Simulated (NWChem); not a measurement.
System: BBrF$_{2}$; SMILES FB(F)Br

Parts of the log:

```
             Northwest Computational Chemistry Package (NWChem) 7.3.0
             --------------------------------------------------------

 C2V symmetry detected

                             Geometry "geometry" -> ""
                             -------------------------

 Output coordinates in angstroms (scale by  1.889725989 to convert to a.u.)

  No.       Tag          Charge          X              Y              Z
 ---- ---------------- ---------- -------------- -------------- --------------
    1 B                    5.0000     0.00000000     0.00000000     0.94144214
    2 F                    9.0000     0.00000000    -1.12890900     1.60531414
    3 F                    9.0000     0.00000000     1.12890900     1.60531414
    4 Br                  35.0000     0.00000000     0.00000000    -0.96008186

 Effective nuclear repulsion energy (a.u.)     222.9968986355

      Symmetry information
      --------------------

 Group name             C2v
 Group number             16
 Group order               4
 No. of unique centers     3

  pbe96 is a nonlocal functional; adding pw91lda local functional.

                                 NWChem DFT Module
                                 -----------------

 Summary of "ao basis" -> "ao basis" (spherical)
 ------------------------------------------------------------------------------
       Tag                 Description            Shells   Functions and Types
 ---------------- ------------------------------  ------  ---------------------
 B                         def2-svpd                 8       20   4s2p2d
 F                         def2-svpd                 9       23   4s3p2d
 Br                        def2-svpd                15       41   6s5p4d

      Symmetry analysis of basis
      --------------------------

        a1         45
        a2         13
        b1         20
        b2         29

            General Information
            -------------------
          SCF calculation type: DFT
          Wavefunction type:  closed shell.
          No. of atoms     :     4
          No. of electrons :    58
           Alpha electrons :    29
            Beta electrons :    29
          Charge           :     0
          Spin multiplicity:     1
          Use of symmetry is: off; symmetry adaption is: on
          Maximum number of iterations: 150
          AO basis - number of functions:   107
                     number of shells:    41
          Convergence on energy requested:  1.00D-06
          Convergence on density requested:  1.00D-05
          Convergence on gradient requested:  5.00D-04

              XC Information
              --------------
          PerdewBurkeErnzerhof Exchange Functional  1.000
            Perdew 1991 LDA Correlation Functional  1.000 local
           PerdewBurkeErnz. Correlation Functional  1.000 non-local

             Grid Information
             ----------------
          Grid used for XC integration:  medium
          Radial quadrature: Mura-Knowles
          Angular quadrature: Lebedev.
          Tag              B.-S. Rad. Rad. Pts. Rad. Cut. Ang. Pts.
          ---              ---------- --------- --------- ---------
          B                   0.85       49          11.0       434
          F                   0.50       49          12.0       434
          Br                  1.15      112          11.0       590
          Grid pruning is: on
          Number of quadrature shells:   259
          Spatial weights used:  Erf1

      Superposition of Atomic Density Guess
      -------------------------------------

 Sum of atomic energies:       -2795.18690691

      Non-variational initial energy
      ------------------------------

 Total energy =   -2796.187552
 1-e energy   =   -4335.849844
 2-e energy   =    1316.665393
 HOMO         =      -0.410774
 LUMO         =       0.039454

      Symmetry analysis of molecular orbitals - initial
      -------------------------------------------------

  Numbering of irreducible representations:

     1 a1          2 a2          3 b1          4 b2

  Orbital symmetries:

     1 a1          2 a1          3 a1          4 b2          5 b1
     6 a1          7 b2          8 a1          9 a1         10 a1
    11 b2         12 b1         13 a1         14 b2         15 b1
    16 a1         17 a2         18 a1         19 b2         20 a1
    21 a1         22 b2         23 a1         24 b1         25 a2
    26 b2         27 a1         28 b1         29 b2         30 a1
    31 b1         32 a1         33 b2         34 b1         35 a1
    36 a1         37 b2         38 a1         39 a2

   convergence    iter        energy       DeltaE   RMS-Dens  Diis-err
 ---------------- ----- ----------------- --------- --------- ---------
 d= 0,ls=0.0,diis     1  -2797.6512064963 -3.02D+03  1.91D-02  1.05D+00
 d= 0,ls=0.0,diis     2  -2797.4658403006  1.85D-01  1.06D-02  3.31D+00

 !! scf_movecs_sym_adapt:    2 vectors were symmetry contaminated

  Symmetry fudging
 d= 0,ls=0.0,diis     3  -2797.7643638006 -2.99D-01  1.73D-03  3.98D-02
 d= 0,ls=0.0,diis     4  -2797.7660562433 -1.69D-03  1.09D-03  1.13D-02
 d= 0,ls=0.0,diis     5  -2797.7669801802 -9.24D-04  3.51D-04  1.34D-03
  Resetting Diis
 d= 0,ls=0.0,diis     6  -2797.7672156610 -2.35D-04  2.43D-05  6.94D-06
 d= 0,ls=0.0,diis     7  -2797.7672161874 -5.26D-07  7.30D-06  3.03D-07

         Total DFT energy =    -2797.767216187360
      One electron energy =    -4336.416984293097
           Coulomb energy =     1431.349557289543
    Exchange-Corr. energy =     -115.696687819295
 Nuclear repulsion energy =      222.996898635490

 Numeric. integr. density =       57.999995431586

                  Occupations of the irreducible representations
                  ----------------------------------------------

                     irrep           alpha         beta
                     --------     --------     --------
                     a1               14.0         14.0
                     a2                2.0          2.0
                     b1                5.0          5.0
                     b2                8.0          8.0

                       DFT Final Molecular Orbital Analysis
                       ------------------------------------

 Vector   27  Occ=2.000000D+00  E=-3.665103D-01  Symmetry=a1
              MO Center= -2.6D-19, -1.4D-11,  1.0D-01, r^2= 3.1D+00
   Bfn.  Coefficient  Atom+Function         Bfn.  Coefficient  Atom+Function
  ----- ------------  ---------------      ----- ------------  ---------------
    81      0.400733  4 Br pz                84      0.366137  4 Br pz
    27     -0.308442  2 F  pz                50     -0.308442  3 F  pz
    78     -0.266491  4 Br pz                 7      0.233500  1 B  pz
    30      0.183003  2 F  pz                53      0.183003  3 F  pz
    70     -0.125698  4 Br s                  2      0.109673  1 B  s

 Vector   28  Occ=2.000000D+00  E=-2.995057D-01  Symmetry=b1
              MO Center=  1.0D-11, -3.5D-10, -7.5D-01, r^2= 1.8D+00
   Bfn.  Coefficient  Atom+Function         Bfn.  Coefficient  Atom+Function
  ----- ------------  ---------------      ----- ------------  ---------------
    82      0.545862  4 Br px                79      0.526019  4 Br px
    76     -0.345312  4 Br px                73      0.112268  4 Br px
    25      0.111431  2 F  px                48      0.111431  3 F  px
     5     -0.107592  1 B  px                28     -0.074823  2 F  px
    51     -0.074823  3 F  px                85      0.059639  4 Br px

 Vector   29  Occ=2.000000D+00  E=-2.852419D-01  Symmetry=b2
              MO Center= -1.6D-11, -3.0D-10, -8.1D-01, r^2= 1.8D+00
   Bfn.  Coefficient  Atom+Function         Bfn.  Coefficient  Atom+Function
  ----- ------------  ---------------      ----- ------------  ---------------
    83      0.570850  4 Br py                80      0.540286  4 Br py
    77     -0.354063  4 Br py                27      0.118149  2 F  pz
    50     -0.118149  3 F  pz                74      0.115072  4 Br py
     9      0.080141  1 B  py                24      0.077450  2 F  s
    30     -0.077431  2 F  pz                47     -0.077450  3 F  s

[...]

                                NWChem TDDFT Module
                                -------------------

            General Information
            -------------------
           No. of orbitals :     214
            Alpha orbitals :     107
             Beta orbitals :     107
        Alpha frozen cores :       0
         Beta frozen cores :       0
     Alpha frozen virtuals :       0
      Beta frozen virtuals :       0
         Spin multiplicity :       1
    Number of AO functions :     107
        Use of symmetry is : off
      Symmetry adaption is : on
         Schwarz screening :  0.10D-07

              XC Information
              --------------
   PerdewBurkeErnzerhof Exchange Functional   1.00
     Perdew 1991 LDA Correlation Functional   1.00 local
    PerdewBurkeErnz. Correlation Functional   1.00 non-local

             TDDFT Information
             -----------------
          Calculation type : Tamm-Dancoff TDDFT
         Wavefunction type : Restricted singlets
          No. of electrons :      58
           Alpha electrons :      29
            Beta electrons :      29
              No. of roots :       6
          Max subspacesize :    5200
            Max iterations :     100
               Target root :       1
           Target symmetry : none
      Symmetry restriction : off
                 Algorithm : Optimal
        Davidson threshold :  0.10D-03

    6 smallest eigenvalue differences (eV)
--------------------------------------------------------
  No. Spin  Occ  Vir  Irrep   E(Occ)    E(Vir)   E(Diff)
--------------------------------------------------------
    1    1   29   30 a2       -0.285    -0.060     6.133
    2    1   28   30 a1       -0.300    -0.060     6.522
    3    1   29   31 b2       -0.285    -0.029     6.979
    4    1   28   31 b1       -0.300    -0.029     7.367
    5    1   29   32 b2       -0.285     0.017     8.218
    6    1   27   30 b1       -0.367    -0.060     8.345
--------------------------------------------------------

  Entering Davidson iterations
  Restricted singlet excited states

  Iter   NTrls   NConv    DeltaV     DeltaE      Time
  ----  ------  ------  ---------  ---------  ---------
    1      6       0     0.15E+00   0.10+100        5.3
    2     12       0     0.21E-01   0.26E-01        5.2
    3     18       1     0.18E-01   0.21E-02        5.2
    4     23       2     0.12E-02   0.45E-03        4.8
    5     27       5     0.30E-03   0.17E-05        4.6
    6     28       6     0.88E-04   0.72E-07        3.7
  ----  ------  ------  ---------  ---------  ---------
  Convergence criterion met

  Ground state a1      -2797.767216187360 a.u.

  ----------------------------------------------------------------------------
  Root   1 singlet a2             0.227609209 a.u.                6.1936 eV
  ----------------------------------------------------------------------------
     Transition Moments    X  0.00000   Y -0.00000   Z -0.00000
     Dipole Oscillator Strength                    0.0000000000
     Electric Quadrupole                           0.0000000049
     Magnetic Dipole                               0.0000001450
     Total Oscillator Strength                     0.0000001499

     Occ.   29  b2  ---  Virt.   30  b1      -0.99975
  ----------------------------------------------------------------------------
  Root   2 singlet b2             0.260986757 a.u.                7.1018 eV
  ----------------------------------------------------------------------------
     Transition Moments    X -0.00000   Y  0.50099   Z -0.00000
     Dipole Oscillator Strength                    0.0436705722
     Electric Quadrupole                           0.0000000621
     Magnetic Dipole                               0.0000001818
     Total Oscillator Strength                     0.0436708160

     Occ.   29  b2  ---  Virt.   31  a1      -0.99379
     Occ.   29  b2  ---  Virt.   32  a1      -0.08924
  ----------------------------------------------------------------------------
  Root   3 singlet a1             0.266927794 a.u.                7.2635 eV
  ----------------------------------------------------------------------------
     Transition Moments    X -0.00000   Y  0.00000   Z -0.80849
     Dipole Oscillator Strength                    0.1163195881
     Electric Quadrupole                           0.0000000099
     Magnetic Dipole                               0.0000000000
     Total Oscillator Strength                     0.1163195980

     Occ.   27  a1  ---  Virt.   31  a1      -0.17079
     Occ.   27  a1  ---  Virt.   32  a1       0.12489
     Occ.   27  a1  ---  Virt.   33  a1      -0.07806
     Occ.   28  b1  ---  Virt.   30  b1      -0.95067
     Occ.   28  b1  ---  Virt.   35  b1      -0.07594
     Occ.   29  b2  ---  Virt.   34  b2      -0.09896
     Occ.   29  b2  ---  Virt.   37  b2      -0.10557
     Occ.   29  b2  ---  Virt.   41  b2       0.07636
  ----------------------------------------------------------------------------
  Root   4 singlet b1             0.274812378 a.u.                7.4780 eV
  ----------------------------------------------------------------------------
     Transition Moments    X -0.56543   Y -0.00000   Z  0.00000
     Dipole Oscillator Strength                    0.0585742707
     Electric Quadrupole                           0.0000001389
     Magnetic Dipole                               0.0000004367
     Total Oscillator Strength                     0.0585748463

     Occ.   28  b1  ---  Virt.   31  a1       0.99571
     Occ.   28  b1  ---  Virt.   32  a1       0.06148
  ----------------------------------------------------------------------------
  Root   5 singlet b2             0.306593913 a.u.                8.3428 eV
  ----------------------------------------------------------------------------
     Transition Moments    X -0.00000   Y  0.04796   Z  0.00000
     Dipole Oscillator Strength                    0.0004701166
     Electric Quadrupole                           0.0000001363
     Magnetic Dipole                               0.0000003003
     Total Oscillator Strength                     0.0004705532

     Occ.   28  b1  ---  Virt.   39  a2       0.05151
     Occ.   29  b2  ---  Virt.   31  a1       0.07148
     Occ.   29  b2  ---  Virt.   32  a1      -0.95804
     Occ.   29  b2  ---  Virt.   33  a1      -0.25565
     Occ.   29  b2  ---  Virt.   36  a1       0.06475
  ----------------------------------------------------------------------------
  Root   6 singlet b1             0.315503787 a.u.                8.5853 eV
  ----------------------------------------------------------------------------
     Transition Moments    X  0.17112   Y  0.00000   Z  0.00000
     Dipole Oscillator Strength                    0.0061588676
     Electric Quadrupole                           0.0000000588
     Magnetic Dipole                               0.0000026013
     Total Oscillator Strength                     0.0061615277

     Occ.   23  a1  ---  Virt.   30  b1      -0.05217
     Occ.   27  a1  ---  Virt.   30  b1       0.93730
     Occ.   28  b1  ---  Virt.   31  a1      -0.06216
     Occ.   28  b1  ---  Virt.   32  a1       0.31785
     Occ.   28  b1  ---  Virt.   36  a1      -0.06710
     Occ.   29  b2  ---  Virt.   39  a2       0.06231

              Target root =      1
          Target symmetry = none
      Ground state energy =  -2797.767216187360
        Excitation energy =      0.227609208628
     Excited state energy =  -2797.539606978732

  stored tddft:energy   -2797.5396069787316
```

Level: PBE/def2-SVPD, TDA. Coordinates come from a PBE0/def2-SVP optimisation.

Write an input that gives this output.

One answer among several that fit: the input that was run:
```
start job
memory heap 200 mb stack 900 mb global 1100 mb
geometry units angstroms noautoz
  B      0.000000     0.000000     0.925916
  F      0.000000    -1.128909     1.589788
  F      0.000000     1.128909     1.589788
  Br     0.000000     0.000000    -0.975608
end
basis spherical
  * library def2-svpd
end
dft
  xc xpbe96 cpbe96
  iterations 150
end
tddft
  cis
  nroots 6
  notriplet
end
task tddft energy
```
